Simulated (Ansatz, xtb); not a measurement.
Two isomers of C5H7NSi2

Structure X: `N#CC1=C[SiH2]C([SiH3])=C1`, a singlet. Structure Y: `N#C[SiH]1C=CC=C1[SiH3]`, a singlet. Both are isolated molecules in the gas phase, relaxed with B3LYP-D3(BJ)/def2-SVP.

Energies in hartree; the thermal terms are from GFN2-xTB frequencies at re-optimised GFN2-xTB minima (ideal gas, soft modes damped towards free rotors, one conformer each, 298.15 K, 1 atm) and include the zero-point energy:

|  | X | Y |
| --- | --- | --- |
| E, CCSD(T)/def2-SVP | −826.413908 | −826.425363 |
| E, MP2/def2-SVP | −826.305485 | −826.316909 |
| E, MP2/def2-TZVPP | −827.000301 | −827.016803 |
| zero-point energy | 0.092109 | 0.094366 |
| H(298 K) − E | 0.103099 | 0.105515 |
| G(298 K) − E | 0.056894 | 0.058699 |

**Question.** Correct the CCSD(T) difference for the basis set by the MP2 change, then work out ΔE, ΔE₀, ΔH and ΔG for X → Y in kJ/mol (1 Eh = 2625.50 kJ/mol) and the equilibrium ratio [Y]/[X].

**Answer.** 1. Differences Y − X: CCSD(T) −0.011455, MP2 in the small set −0.011424, MP2 in the large set −0.016502 Eh.
2. ΔE = −0.011455 + (−0.016502 − (−0.011424)) = −0.016533 Eh = −43.41 kJ/mol.
3. ΔE₀ = ΔE + ΔZPE = −0.016533 + (+0.002257) Eh = −37.48 kJ/mol.
4. ΔH = ΔE + (+0.002416) Eh = −37.06 kJ/mol.
5. ΔG = ΔE + (+0.001805) Eh = −38.67 kJ/mol, so ΔS = (ΔH − ΔG)/T = +5.4 J/(mol K).
6. kT = 0.9442 mEh, so K = [Y]/[X] = exp(−ΔG/kT) = exp(+15.60) ≈ 5.9 × 10^6.

Structure Y is favoured at this temperature. An error of 4 kJ/mol in ΔG would change K by a factor of 5. The basis-set step is large, which makes the value less sure. GFN2-xTB gave ΔE the other sign. Mirror images and further conformers aren't counted.

As drawn, Y has 1 C–Si, 1 C–H in place of 1 C–C, 1 Si–H.

Other levels gave ΔE = +55.6 (GFN2-xTB); −49.3 (HF/STO-3G, GFN2-xTB geometries); −28.2 (r2SCAN-D4/def2-SVP, GFN2-xTB geometries); −29.8 (B3LYP-D3(BJ)/def2-SVP); −40.5 (HF/def2-SVP); −30.0 (MP2/def2-SVP); −30.1 (CCSD(T)/def2-SVP) kJ/mol. The correlated steps freeze 16 core orbitals. Programs: Ansatz 0.2.0, xtb 6.7.1.
